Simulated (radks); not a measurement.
Spherical quantum dot in the effective-mass picture: electrons in a hard-walled sphere of radius 2.16, with a point charge +1 (a donor) at the centre, all in effective atomic units (hartree* = m*/eps^2 hartree, bohr* = eps/m* bohr), one dielectric constant everywhere. Method: non-relativistic Kohn-Sham, r2SCAN, spin-polarised, spherical densities, generalised Kohn-Sham scheme; computed with a radial shooting solver with Libxc functionals. Levels are named by radial order and angular momentum (1s, 1p, 1d, 2s, ...), and open shells are averaged over m.

N = 3, configuration 1s2 1p(up 1, down 0). This is the lowest configuration that the search found. Occupied and some empty levels:

| level | occupation | eigenvalue (hartree*) | <r> (bohr*) |
|---|---|---|---|
| 1s up | 1 | 1.6314 | 1.009 |
| 1s down | 1 | 1.7490 | 0.9920 |
| 1p up | 1 | 2.9420 | 1.273 |
| 1p down | 0 | 3.0667 | 1.268 |
| 1d up | 0 | 4.4249 | 1.398 |
| 1d down | 0 | 4.5292 | 1.395 |
| 2s up | 0 | 4.6446 | 1.060 |
| 2s down | 0 | 4.6655 | 1.066 |
| 1f up | 0 | 6.1963 | 1.481 |
| 1f down | 0 | 6.2729 | 1.479 |

Energy (hartree*): total 3.15701, kinetic 4.4050, external -3.4605, Hartree 3.6765, exchange-correlation -1.4640.

Electron density:

| r (bohr*) | n(r) (e/bohr*^3) |
|---|---|
| 0.0466 | 0.8625 |
| 0.155 | 0.7012 |
| 0.263 | 0.5773 |
| 0.371 | 0.4822 |
| 0.480 | 0.4084 |
| 0.588 | 0.3503 |
| 0.696 | 0.3030 |
| 0.804 | 0.2629 |
| 0.913 | 0.2275 |
| 1.02 | 0.1950 |
| 1.13 | 0.1642 |
| 1.24 | 0.1346 |
| 1.35 | 0.1068 |
| 1.45 | 0.08105 |
| 1.56 | 0.05798 |
| 1.67 | 0.03812 |
| 1.78 | 0.02241 |
| 1.89 | 0.01096 |
| 2.00 | 0.003752 |
| 2.10 | 0.0004020 |
